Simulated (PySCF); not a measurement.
Si(H)3(Cl) anion (ClH3Si), SMILES [SiH3]Cl (connectivity only; charge and spin as stated), charge -1, multiplicity 2. Atoms are numbered in the order given.

```xyz
5

Si    -1.2095     0.0568     0.0000
Cl     1.3018     0.0176     0.0000
H     -2.6692     0.5787     0.0000
H     -1.2643    -0.8368    -1.1997
H     -1.2643    -0.8368     1.1997
```
Charge -1, spin multiplicity 2.

The structure is a stationary point at TPSSh-D3(BJ)/def2-TZVPD. The multiplicity is an assumed one; other spin states were not compared. The isomer is the one that the SMILES or the coordinates give; other isomers of the formula were not compared.

The numbers are results of B3LYP/pcH-1 in PySCF, not measurements.

Unrestricted Kohn–Sham, ⟨S²⟩ = 0.752. Hyperfine tensors hold the contact and dipolar terms, without spin-orbit corrections.

Computed hyperfine couplings:
| nucleus | A(iso) (MHz) | A(iso) (G) | dipolar principal values (MHz) |
|---|---|---|---|
| 29Si no. 1 | -869.6 | -310.3 | -110.7, 49.1, 61.5 |
| 35Cl no. 2 | 88.6 | 31.6 | -35.4, -35.3, 70.7 |
| 1H no. 3 | 174.3 | 62.2 | -7.0, -0.2, 7.2 |
| 1H no. 4 | -12.5 | -4.5 | -6.4, -1.8, 8.2 |
| 1H no. 5 | -12.5 | -4.5 | -6.4, -1.8, 8.2 |

Task: And the g tensor (effective nuclear charges for spin-orbit coupling, GIAO)? (Estimate from the structure and the level; the computed values follow.)

Result: principal values 2.0022, 2.0039, 2.0064; isotropic 2.0042.
